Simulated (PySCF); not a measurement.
All of these have the formula C5H7NO2. Level of theory: TDDFT PBE0/def2-SVPD, vertical, gas phase, core orbitals frozen in the response (PySCF 2.14.0, density-fitted response routines). Geometries: GFN2-xTB; one conformer of each isolated species. Triplets are in the Tamm–Dancoff approximation.

A. `C=CO/C=C\C(N)=O`
B. `N(C1COCC=1)C=O`
C. `n1cc(COC)co1`
D. `CO[C@H](C#N)CC=O`

Lowest singlet levels (six at most, fewer where fewer were computed) with oscillator strengths:

1. 238 nm (f 0.199); 228 nm (f 0.001); 220 nm (f 0.000); 201 nm (f 0.179); 195 nm (f 0.003); 184 nm (f 0.104); T1 3.72 eV
2. 268 nm (f 0.000); 228 nm (f 0.409); 213 nm (f 0.069); 199 nm (f 0.134); 191 nm (f 0.032); 189 nm (f 0.000); T1 3.69 eV
3. 208 nm (f 0.005); 197 nm (f 0.014); 190 nm (f 0.077); 176 nm (f 0.007); 172 nm (f 0.020); 169 nm (f 0.009); T1 4.21 eV
4. 280 nm (f 0.000); 196 nm (f 0.002); 177 nm (f 0.002); 174 nm (f 0.003); 171 nm (f 0.000); 170 nm (f 0.006); T1 3.77 eV

Question: Match each spectrum to its molecule.

Answer: 1 = B, 2 = A, 3 = C, 4 = D.
- A: S1 at 4.63 eV, HOMO-1→LUMO (96%); Löwdin shares by element: HOMO carbon 52% or more, oxygen 20% or more (atoms not listed hold the other 28%); LUMO carbon 59% or more, oxygen 13% or more (atoms not listed hold the other 28%); HOMO -7.11 and LUMO -1.01 eV; point group Cs, 2 of its 6 listed states under f = 0.0005.
- B: S1 at 5.22 eV, HOMO→LUMO (92%); Löwdin shares by element: HOMO carbon 36% or more, oxygen 12% or more, nitrogen 10% (atoms not listed hold the other 42%); LUMO carbon 55% or more, oxygen 20% or more (atoms not listed hold the other 26%); HOMO -6.52 and LUMO -0.56 eV; point group Cs, 1 of its 6 listed states under f = 0.0005.
- C: S1 at 5.95 eV, HOMO→LUMO (57%), HOMO-1→LUMO (33%); Löwdin shares by element: HOMO oxygen 32% or more, carbon 31% or more, nitrogen 14% (atoms not listed hold the other 22%); LUMO carbon 38% or more, nitrogen 20%, oxygen 18% or more (atoms not listed hold the other 24%); HOMO -7.70 and LUMO -0.71 eV.
- D: S1 at 4.42 eV, HOMO→LUMO (98%); S1 has the pattern of n→π* at C=O; HOMO -8.13 and LUMO -1.28 eV.
